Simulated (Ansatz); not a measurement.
The cluster Cd2O2, relaxed as a singlet with RKS PBE-D4/def2-TZVP in Ansatz, starting from the GFN1-xTB geometry. Force threshold 0.02 eV/Å.

In the def2 sets Cd takes a core potential; there is no spin–orbit coupling. The restricted singlet is unstable towards broken spin symmetry in Hartree–Fock (as tested in another run); at PBE-D4/def2-TZVP this wasn't settled. Another isomer (triplet) lies 1.07 eV lower at PBE0-D4/def2-TZVP; other spin states weren't run for this one.

Start:

```xyz
4

Cd    1.211    0.333   -0.459
Cd   -1.216   -0.333    0.444
O    -0.350    1.461    0.134
O     0.356   -1.462   -0.119
```

| step | energy (eV) | largest force component (eV/Å) | SCF passes |
| --- | --- | --- | --- |
| 1 | -13219.1330 | 2.375 | 21 |
| 2 | -13219.4470 | 0.543 | 22 |
| 3 | -13219.4684 | 0.070 | 23 |
| 4 | -13219.4687 | 0.001 | 25 |

Force components are those of the run's own axes.

End:

```
atom   x (Å)   y (Å)   z (Å)
 Cd1   1.243   0.341  -0.462
 Cd2  -1.243  -0.341   0.463
  O3  -0.382   1.579   0.136
  O4   0.382  -1.579  -0.137
```

By distances, no bond broke or formed. The bond that changes most is Cd1–O3, from 2.02 to 2.13 Å (atoms count from 1).

No frequencies were taken in this run, so the end may be a saddle point.

Hardware: 4 threads of Arm Neoverse V1 on a shared host. Wall time 3.7 s.
